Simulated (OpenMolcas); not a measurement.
**4s² 4p along the 31-electron sequence**

```
Program             : OpenMolcas
Method              : MS-RASPT2, IPEA 0.25 Eh, imaginary shift 0.1 Eh
Basis               : ANO-RCC-VQZP
Scalar Hamiltonian  : DKH2, point nucleus
Spin-orbit coupling : RASSI with atomic mean-field integrals over the reference wave functions, term energies averaged over their components
```

Active space for each ion: 3 electrons in 9 orbitals (RAS2 4s 4p; RAS3 4d, at most 2 electrons); closed shells correlated by CASPT2: 3d.

Computed levels in cm-1 above ²P°_1/2:

| Level | As2+ | Se3+ | Br4+ | Kr5+ |
| --- | --- | --- | --- | --- |
| ²P°_3/2 | 2580 | 3830 | 5370 | 7200 |
| weight of ²P° in the lowest level (%) | 100 | 100 | 100 | 100 |

Measured, with the error of the calculation in %. Measured levels: As2+, Se3+, Br4+ from Moore, Atomic Energy Levels, vol. II, NSRDS-NBS 35 (1971 reprint of NBS Circular 467, 1952); Kr5+ from Saloman, J. Phys. Chem. Ref. Data 36, 215 (2007).

```csv
Level,As2+,Se3+,Br4+,Kr5+
²P°_3/2,2940 (-12.1),4376 (-12.4),6090 (-11.8),8110 (-11.2)
```

The fine-structure level ²P°_3/2 changes by a factor of 2.79 from As2+ to Kr5+. Its fourth root runs 7.13, 7.87, 8.56, 9.21, with steps per unit of Z of 0.74, 0.69, 0.65; equal steps would mean a (Z - σ)^4 law with constant σ.

Active for correlation alone: 4d; no level in the range computed is led by a configuration that fills it, so any true level of that kind is missing. Computed and measured levels are paired by configuration, term and J; levels that our copy of the source lacks, or whose pairing is in doubt (as where it misses far off the trend of its configuration), stay unpaired and out of the deviations. Levels of configurations outside the active space are missing.

° marks odd parity.
